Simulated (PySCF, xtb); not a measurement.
C2H9BFNSi, SMILES CN(C)B([SiH3])F.

GFN2-xTB (xtb) at its own geometry gives an orbital gap of 4.22 eV and a dipole moment of 3.20 D.

Geometry: ωB97X-D3(BJ)/def2-SVP. Other conformers were not sampled.

Problem. What does PBE/def2-TZVP run with PySCF give? (An estimate is asked for; the answer gives what the named calculation found.)

Solution. gap 5.08 eV (levels -6.19 and -1.10 eV), dipole 2.74 D.
